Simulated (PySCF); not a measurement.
Working out the ionisation energy of Zn

Zn [Ar] 3d10 4s2 (1S) → Zn⁺ [Ar] 3d10 4s1 (2S). All numbers are calculated (PySCF 2.14, the spin-free X2C one-electron Hamiltonian (Gaussian nucleus), in x2c-TZVPall). Frozen: [Ar]. Energies in hartree (1 hartree = 27.21139 eV):

| part | Zn (lower) | Zn⁺ (upper) |
| --- | --- | --- |
| UHF | -1794.254198 | -1793.967878 |
| CCSD correlation | -0.382140 | -0.335338 |
| (T) | -0.009901 | -0.006271 |

Question: What does Hartree-Fock give?

Answer: (-1793.967878) − (-1794.254198) = 0.286320 hartree = 7.791 eV.

Question: What do CCSD and CCSD(T) give?

Answer: The CCSD correlation energies differ by 0.046802 hartree = 1.274 eV and the triples by 0.003630 hartree = 0.099 eV, so CCSD gives 9.065 eV and CCSD(T) 9.164 eV.

Measured between the centres of the two terms (NIST): 9.394 eV, so CCSD(T) (valence) is off by -0.230 eV.

What remains against the reference includes basis incompleteness, the frozen core and higher excitations.
